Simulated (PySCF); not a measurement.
**Spin–spin couplings to the heavy atom in SMILES [GeH3][n]1cnnc1, C$_{2}$H$_{5}$GeN$_{3}$**

Geometry:
```tsv
atom	x (Å)	y (Å)	z (Å)
Ge1	-1.688	-0.093	0.198
N2	0.171	0.003	-0.034
C3	0.942	1.104	-0.298
N4	2.206	0.790	-0.359
N5	2.305	-0.548	-0.131
C6	1.098	-1.002	0.060
H7	-2.077	-1.519	-0.202
H8	-2.278	0.969	-0.733
H9	-2.008	0.196	1.669
H10	0.533	2.104	-0.443
H11	0.839	-2.041	0.263
```

Method: indirect couplings at PBE0/pcJ-1 (dyall-v2z on Ge), gas phase, finite nuclei, structure from PBE0-D3(BJ)/def2-SVP; PySCF 2.14.0.

Non-relativistic values:
| coupling | atoms | J (Hz) |
| --- | --- | --- |
| 1J(73Ge,15N) | Ge1 – N2 | 0.4 |
| 1J(73Ge,1H) | Ge1 – H7/H8/H9 | -100.6 |
| 2J(73Ge,13C) | Ge1 – C3/C6 | -0.9 |

Question: What do two-component X2C with spin–orbit coupling give?

Answer: 
```csv
coupling,atoms,with spin–orbit (Hz)
"1J(73Ge,15N)",Ge1 – N2,-0.8
"1J(73Ge,1H)",Ge1 – H7/H8/H9,-111.8
"2J(73Ge,13C)",Ge1 – C3/C6,-0.9
```

The largest listed coupling, 1J(73Ge,1H), ends at 1.11 times its non-relativistic value. Equivalent partners are averaged, as under fast rotation.
